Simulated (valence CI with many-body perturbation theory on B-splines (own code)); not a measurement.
A CI+MBPT run for Cu24+

Calculated by configuration interaction combined with many-body perturbation theory (CI+MBPT): three valence electrons over a frozen Dirac-Fock core [He], radial functions for each j: 11 s, 11 p, 9 d, 7 f, 5 g, 2 h, 1 i, with the one-electron correlation potential Σ1 (screened to all orders), the two-electron term Σ2, the three-electron term Σ3, Breit, model QED; selected single and double excitations, second order for the rest (own B-spline code, finite nucleus).

Command, and the settings that its task file holds:

```sh
python run_cv.py task.json out
```

```
atom Cu  Z=29  mass_number=63  rms_radius_fm=3.8823
core [He]
valence 2s2 2p1
avg = 1
basis = L
breit = 1
cap = 40000
capref = 1200
cscale = 1
de = 0.0
dress = 0
eps = 2e-08
h = 0.27
hh = 1
l2 = 3
lcore = 6
maxit = 60
n2 = 5
natural = 1
nlev = 60
nno = [7, 7, 6, 5, 4, 2, 1]
nroot = 26
nsp = [4, 4, 3, 2, 1, 0, 0]
pt2 = 1
qed = 1
rpa = 1
s1 = 1
s2 = 1
s3 = 1
screen = 1
tol = 2e-05
```

(1) Roughly how long does this run take on one core of Arm Neoverse V1, and how much memory?

Log. The first blocks belong to the next ion, which gives the ionisation energy. Fields: 2J, parity (1 odd), roots, reference size, generating configurations, candidates as configurations/state functions, variational space P, stored matrix elements, Davidson steps; e2 is the range of second-order energies in hartree. The first line gives the box (bohr), its intervals, the orbitals and the steps of their self-consistent field. Window is the range of levels sought, series limit the energy at which the first omitted orbital would enter, core excitation an estimate of the first excitation out of the core, left out the lowest levels not solved, and shifts from estimates the range by which levels moved from their first estimate, all in cm⁻¹.

```
rmax 3.4 intervals 58 orbitals 81 references ['2s2 2p', '2s 2p2', '2p3'] scf 3 t 0.5
2J=0 par=0 roots 2 ref 18 generators 3 cand 364/364 P 356/356 nnz 0 it 0
2J=0 par=0 roots 2 ref 18 generators 5 cand 26/26 P 367/367 nnz 0 it 0
   second order: generators 6 cand 15/15 e2 -0.00000 -0.00000
reference levels 513, estimated 384, window 11582416 1/cm; series limit 15753734, core excitation 66490709
2J=1 par=1 roots 15 ref 48 generators 13 cand 6192/9281 P 5418/8000 nnz 6e+06 it 5
2J=1 par=1 roots 15 ref 48 generators 19 cand 6363/9806 P 6383/9527 nnz 8.4e+06 it 4
   second order: generators 48 cand 12150/18768 e2 -0.00002 -0.00000
2J=3 par=1 roots 21 ref 72 generators 16 cand 8406/16968 P 4008/7998 nnz 6.6e+06 it 6
2J=3 par=1 roots 21 ref 72 generators 18 cand 6250/12682 P 7487/15564 nnz 2.3e+07 it 7
   second order: generators 50 cand 12968/28275 e2 -0.00001 -0.00000
2J=1 par=0 roots 14 ref 50 generators 15 cand 6120/9171 P 5318/7921 nnz 5.9e+06 it 5
2J=1 par=0 roots 14 ref 50 generators 17 cand 3465/4991 P 6233/9378 nnz 8.2e+06 it 4
   second order: generators 39 cand 7166/10503 e2 -0.00002 -0.00000
2J=3 par=0 roots 18 ref 70 generators 14 cand 8408/16930 P 4008/8000 nnz 6.7e+06 it 5
2J=3 par=0 roots 18 ref 70 generators 16 cand 7496/15958 P 7292/15079 nnz 2.1e+07 it 8
   second order: generators 45 cand 13091/28659 e2 -0.00002 -0.00000
2J=5 par=0 roots 13 ref 66 generators 13 cand 9354/20939 P 3701/8000 nnz 7e+06 it 7
2J=5 par=0 roots 13 ref 66 generators 18 cand 8683/20965 P 7119/16297 nnz 2.6e+07 it 7
   second order: generators 37 cand 13241/35102 e2 -0.00002 -0.00000
2J=5 par=1 roots 14 ref 62 generators 10 cand 9404/21126 P 3670/8000 nnz 6.9e+06 it 9
2J=5 par=1 roots 14 ref 62 generators 15 cand 9895/23733 P 7181/16598 nnz 2.7e+07 it 8
   second order: generators 40 cand 17149/45470 e2 -0.00002 -0.00000
2J=7 par=0 roots 4 ref 41 generators 5 cand 7201/17905 P 3412/8000 nnz 8e+06 it 5
2J=7 par=0 roots 4 ref 41 generators 7 cand 7715/21687 P 4666/11412 nnz 1.6e+07 it 4
   second order: generators 16 cand 11926/32243 e2 -0.00002 -0.00001
2J=7 par=1 roots 6 ref 43 generators 5 cand 7255/18042 P 3425/7999 nnz 7.9e+06 it 5
2J=7 par=1 roots 6 ref 43 generators 6 cand 6361/17326 P 5003/12210 nnz 1.8e+07 it 5
   second order: generators 26 cand 15081/43096 e2 -0.00002 -0.00001
2J=9 par=1 roots 2 ref 20 generators 2 cand 4649/12617 P 2349/5396 nnz 3.6e+06 it 4
2J=9 par=1 roots 2 ref 20 generators 3 cand 4585/12572 P 3018/7293 nnz 6.8e+06 it 3
   second order: generators 9 cand 8064/21680 e2 -0.00001 -0.00001
2J=9 par=0 roots 2 ref 23 generators 2 cand 3125/8077 P 2389/5615 nnz 5.3e+06 it 5
2J=9 par=0 roots 2 ref 23 generators 4 cand 4229/11266 P 2833/6766 nnz 7.7e+06 it 4
   second order: generators 9 cand 9360/26015 e2 -0.00002 -0.00001
left out: unestimated 16345665, estimated 12211161, shifts from estimates -24 to 106
operators 0.2
```

The Davidson iterations converged.

No measured spectrum was set against this ion. As an estimate, levels of excited configurations hold to 0.05 to 0.15 % of their energy, terms of the ground configuration to about 0.5 %.

```
Valence energy                            : -271.0271 hartree
Ionisation energy                         : 2307.8 eV (NIST: 2307.3 ± 1 eV (semi-empirical))
Reference configurations for the orbitals : 2s2 2p, 2s 2p2, 2p3
Radial orbitals                           : 81
Box radius                                : 3.372 bohr
Largest variational space                 : 16598
Lowest levels                             : 2s²2p ²P°_1/2 0.00, 2s²2p ²P°_3/2 23.72, 2s2p² ⁴P_1/2 60.14, 2s2p² ⁴P_3/2 72.43, 2s2p² ⁴P_5/2 82.08, 2s2p² ²D_3/2 111.86, 2s2p² ²D_5/2 118.41, 2s2p² ²P_1/2 125.38, 2s2p² ²S_1/2 150.62, 2s2p² ²P_3/2 152.25, 2p³ ⁴S°_3/2 187.64, 2p³ ²D°_3/2 208.76, 2p³ ²D°_5/2 215.18, 2p³ ²P°_1/2 235.13 eV
```

Names give the largest LS component (configuration and term), which can be under half, so a name can repeat, a term be missing and a line seem to break the LS rules; names also repeat where a configuration has a term twice.

Answers

(1) 2.1 min on 1 thread of Arm Neoverse V1 (shared host), peak memory 0.68 GiB.
